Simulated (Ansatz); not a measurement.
Basis sets compared for TeH2. The state is a singlet with charge 0. Geometry PBE0-D4/def2-TZVP. Ansatz on 4 threads of Intel Xeon on a shared host; times are rough, and most runs start from earlier orbitals.

```xyz
3

Te    0.195   -0.173    0.734
H     0.952    0.587   -0.527
H    -1.147   -0.414   -0.206
```

In the def2 sets Te takes a core potential; there is no spin–orbit coupling.

Binding counts from free atoms (Te triplet, H doublet) in the same basis, without a counterpoise term.

```csv
level,functions,energy (Eh),HOMO (eV),LUMO (eV),binding per atom (eV),wall time
PBE-D4/def2-SVP,36,-269.1853,-5.35,-1.37,2.04,1.7 s
PBE-D4/def2-TZVP,62,-269.1991,-5.51,-1.53,2.06,2.3 s
r2SCAN-D4/def2-TZVP,62,-269.3128,-5.76,-1.30,2.04,4.2 s
PBE0-D4/def2-SVP,36,-269.2065,-6.45,-0.55,1.99,2.3 s
PBE0-D4/def2-TZVP (with forces),62,-269.2191,-6.57,-0.69,2.02,4 s
```

Q: Estimate the rows for PBE-D4/def2-TZVPD, r2SCAN-D4/def2-TZVPD, PBE0-D4/def2-TZVPD.

A: 
```tsv
level	functions	energy (Eh)	HOMO (eV)	LUMO (eV)	binding per atom (eV)	wall time
PBE-D4/def2-TZVPD	77	-269.1997	-5.54	-1.59	2.06	3.1 s
r2SCAN-D4/def2-TZVPD	77	-269.3132	-5.78	-1.34	2.04	5 s
PBE0-D4/def2-TZVPD	77	-269.2196	-6.59	-0.78	2.02	3.4 s
```
